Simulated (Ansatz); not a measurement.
Calculated with Ansatz (gas phase, PBE0-D4/def2-TZVP geometries, no zero-point term in ΔE). CCSD(T)/CBS is the MP2 limit (def2-TZVPP, def2-QZVPP) plus CCSD(T) − MP2 in def2-TZVPP, frozen cores. This one scheme is used for every species. For Zn outer-core shells are correlated without core-valence functions, which leaves a few kJ/mol of doubt a bond. Scalar relativity is left out up to krypton. Each species was taken in one conformer, which may not be the lowest.

Reaction (ligand exchange at a Zn–Cl bond): `[F][Zn][Cl]` + `O[SiH3]` → `[F][Zn][O][SiH3]` + HCl

```json
{"species": "`[F][Zn][Cl]`", "CCSD(T)/CBS(def2) energy (Eh)": "-2338.03728"}
{"species": "`O[SiH3]`", "CCSD(T)/CBS(def2) energy (Eh)": "-366.69042"}
{"species": "`[F][Zn][O][SiH3]`", "CCSD(T)/CBS(def2) energy (Eh)": "-2244.31866"}
{"species": "HCl", "CCSD(T)/CBS(def2) energy (Eh)": "-460.38127"}
```

Q: Work out ΔE.

A: ΔE = (-2244.31866) + (-460.38127) − (-2338.03728) − (-366.69042) = 0.02777 Eh = +0.76 eV.

Largest T1 diagnostic among the species: 0.017.

From BLYP to BHLYP (50 % exact exchange), in def2-TZVPP and without D4, ΔE moves by +0.09 eV. Leaving LDA and LC-ωPBE aside and taking each functional with its dispersion term where it has one, the values, not all of them listed here, spread over 0.12 eV, from BLYP-D4 to r2SCAN0-D4. LDA lies −0.04 eV from PBE without D4.
